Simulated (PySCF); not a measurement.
C5H3NS.
Structure used (PBE0-D3(BJ)/def2-SVP), in Å, numbered top down from 1:
```
atom  x, y, z in Å
C1     2.762   -0.625    0.393
C2     1.577   -0.448    0.197
C3     0.199   -0.241   -0.030
C4    -0.433    0.857   -0.581
N5    -1.784    0.778   -0.676
C6    -2.216   -0.356   -0.211
S7    -1.000   -1.426    0.383
H8     3.811   -0.780    0.566
H9     0.096    1.746   -0.928
H10   -3.270   -0.645   -0.184
```

Method used: core-valence-separated Tamm–Dancoff BHandHLYP/aug-pcX-1 (pcseg-1 on H, def2-SVPD on S) in PySCF, non-relativistic, gas phase, PBE0-D3(BJ)/def2-SVP geometry. Absolute energies from this functional tend to lie a few eV below measured edges; no shift was applied.

The lowest roots of each edge with f over 0.003 (five at most, numbered afresh; weaker and dark ones are left out), with transition dipoles (au) in the frame of the coordinates:

```tsv
root	edge	E (eV)	f	μx	μy	μz
1	C	283.25	0.0532	-0.0079	0.0353	0.0797
2	C	283.40	0.0635	-0.0179	-0.0865	0.0366
3	C	283.49	0.0510	0.0075	-0.0348	-0.0780
4	C	283.57	0.0682	-0.0087	0.0403	0.0901
5	C	283.59	0.0360	0.0065	-0.0291	-0.0656
6	N	396.98	0.0576	0.0067	-0.0313	-0.0700
7	N	399.58	0.0066	0.0023	-0.0106	-0.0237
8	N	401.06	0.0103	0.0150	0.0268	-0.0105
```

**Question.** What is the unit vector of the normal of the molecular plane, and which share of each root's |μ|² lies along it?

**Answer.** (-0.09, 0.41, 0.91), up to sign.

```json
{"root": "1", "core hole on": "C1", "share along it": "1.00", "final orbital under reflection in the plane": "odd"}
{"root": "2", "core hole on": "C1", "share along it": "0.00", "final orbital under reflection in the plane": "even"}
{"root": "3", "core hole on": "C4", "share along it": "1.00", "final orbital under reflection in the plane": "odd"}
{"root": "4", "core hole on": "C6", "share along it": "1.00", "final orbital under reflection in the plane": "odd"}
{"root": "5", "core hole on": "C2", "share along it": "1.00", "final orbital under reflection in the plane": "odd"}
{"root": "6", "core hole on": "N5", "share along it": "1.00", "final orbital under reflection in the plane": "odd"}
{"root": "7", "core hole on": "N5", "share along it": "1.00", "final orbital under reflection in the plane": "odd"}
{"root": "8", "core hole on": "N5", "share along it": "0.00", "final orbital under reflection in the plane": "even"}
```

The 1s orbitals of atoms in the plane are even under the reflection, so light polarised along the normal reaches odd orbitals alone (the out-of-plane π set) and light polarised in the plane even ones.

**Question.** For fixed molecules, how does the intensity of root 1 change when the electric field is turned 70° away from the normal of the molecular plane?

**Answer.** Intensity goes as (E·μ)², and μ lies along that direction, so it falls to cos²70° = 0.12 of its maximum; it vanishes at 90°.

**Question.** Molecules are fixed in this frame and the field points along x. What effective strengths 3 f cos²θ do the roots have (θ between field and μ)?

**Answer.** root 1 (C1): 0.001, root 2 (C1): 0.007, root 3 (C4): 0.001, root 4 (C6): 0.002, root 5 (C2): 0.001, root 6 (N5): 0.001, root 7 (N5): 0.000, root 8 (N5): 0.007. Averaged over all orientations cos²θ is 1/3, which gives f back.

